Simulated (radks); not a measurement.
The numbers below are computed, except where a source is named.
Trend from K3+ to Kr3+: ionisation energy by Delta-SCF between NIST ground configurations, and size. Level of theory: scalar-relativistic Kohn-Sham, PBE, spin-polarised, spherical densities, finite nucleus; open shells are filled with parallel spins first; Fermi nuclear charge, rms radius of each element as measured or else 0.836 A^(1/3) + 0.57 fm (a radial shooting solver on a logarithmic mesh with Libxc functionals).

[
 {"species": "K3+", "configuration": "[Ne] 3s2 3p4", "IE (eV)": "60.670", "NIST (eV)": "60.92", "kind": "semi-emp.", "-e(HOMO) (eV)": "53.149 (3p)", "outermost": "3p", "<r> outermost (bohr)": "1.30"},
 {"species": "Ca3+", "configuration": "[Ne] 3s2 3p5", "IE (eV)": "67.197", "NIST (eV)": "67.273", "kind": "semi-emp.", "-e(HOMO) (eV)": "58.933 (3p)", "outermost": "3p", "<r> outermost (bohr)": "1.21"},
 {"species": "Sc3+", "configuration": "[Ar]", "IE (eV)": "73.510", "NIST (eV)": "73.489", "kind": "exp.", "-e(HOMO) (eV)": "64.603 (3p)", "outermost": "3p", "<r> outermost (bohr)": "1.13"},
 {"species": "Ti3+", "configuration": "[Ar] 3d1", "IE (eV)": "43.550", "NIST (eV)": "43.267", "kind": "exp.", "-e(HOMO) (eV)": "35.177 (3d)", "outermost": "3d", "<r> outermost (bohr)": "1.26"},
 {"species": "V3+", "configuration": "[Ar] 3d2", "IE (eV)": "46.632", "NIST (eV)": "46.709", "kind": "exp.", "-e(HOMO) (eV)": "37.865 (3d)", "outermost": "3d", "<r> outermost (bohr)": "1.17"},
 {"species": "Cr3+", "configuration": "[Ar] 3d3", "IE (eV)": "49.560", "NIST (eV)": "49.16", "kind": "semi-emp.", "-e(HOMO) (eV)": "40.413 (3d)", "outermost": "3d", "<r> outermost (bohr)": "1.10"},
 {"species": "Mn3+", "configuration": "[Ar] 3d4", "IE (eV)": "52.363", "NIST (eV)": "51.2", "kind": "semi-emp.", "-e(HOMO) (eV)": "42.845 (3d)", "outermost": "3d", "<r> outermost (bohr)": "1.03"},
 {"species": "Fe3+", "configuration": "[Ar] 3d5", "IE (eV)": "55.059", "NIST (eV)": "54.91", "kind": "exp.", "-e(HOMO) (eV)": "45.181 (3d)", "outermost": "3d", "<r> outermost (bohr)": "0.977"},
 {"species": "Co3+", "configuration": "[Ar] 3d6", "IE (eV)": "51.988", "NIST (eV)": "51.3", "kind": "semi-emp.", "-e(HOMO) (eV)": "42.404 (3d)", "outermost": "3d", "<r> outermost (bohr)": "0.960"},
 {"species": "Ni3+", "configuration": "[Ar] 3d7", "IE (eV)": "55.065", "NIST (eV)": "54.9", "kind": "semi-emp.", "-e(HOMO) (eV)": "45.083 (3d)", "outermost": "3d", "<r> outermost (bohr)": "0.909"},
 {"species": "Cu3+", "configuration": "[Ar] 3d8", "IE (eV)": "58.002", "NIST (eV)": "57.38", "kind": "semi-emp.", "-e(HOMO) (eV)": "47.643 (3d)", "outermost": "3d", "<r> outermost (bohr)": "0.864"},
 {"species": "Zn3+", "configuration": "[Ar] 3d9", "IE (eV)": "60.825", "NIST (eV)": "59.57", "kind": "exp.", "-e(HOMO) (eV)": "50.106 (3d)", "outermost": "3d", "<r> outermost (bohr)": "0.824"},
 {"species": "Ga3+", "configuration": "[Ar] 3d10", "IE (eV)": "63.554", "NIST (eV)": "63.24", "kind": "exp.", "-e(HOMO) (eV)": "52.485 (3d)", "outermost": "3d", "<r> outermost (bohr)": "0.787"},
 {"species": "Ge3+", "configuration": "[Ar] 3d10 4s1", "IE (eV)": "46.719", "NIST (eV)": "45.716", "kind": "exp.", "-e(HOMO) (eV)": "41.167 (4s)", "outermost": "4s", "<r> outermost (bohr)": "1.84"},
 {"species": "As3+", "configuration": "[Ar] 3d10 4s2", "IE (eV)": "50.235", "NIST (eV)": "50.2", "kind": "exp.", "-e(HOMO) (eV)": "44.431 (4s)", "outermost": "4s", "<r> outermost (bohr)": "1.74"},
 {"species": "Se3+", "configuration": "[Ar] 3d10 4s2 4p1", "IE (eV)": "42.522", "NIST (eV)": "42.947", "kind": "exp.", "-e(HOMO) (eV)": "37.024 (4p)", "outermost": "4p", "<r> outermost (bohr)": "1.88"},
 {"species": "Br3+", "configuration": "[Ar] 3d10 4s2 4p2", "IE (eV)": "46.911", "NIST (eV)": "47.78", "kind": "exp.", "-e(HOMO) (eV)": "40.934 (4p)", "outermost": "4p", "<r> outermost (bohr)": "1.76"},
 {"species": "Kr3+", "configuration": "[Ar] 3d10 4s2 4p3", "IE (eV)": "51.109", "NIST (eV)": "50.9", "kind": "exp.", "-e(HOMO) (eV)": "44.718 (4p)", "outermost": "4p", "<r> outermost (bohr)": "1.65"}
]

Reference values: NIST Atomic Spectra Database (exp. = measured, semi-emp. = semi-empirical, theory = theoretical value adopted there). Open shells are spherical and high-spin; term and fine-structure splittings are not resolved.
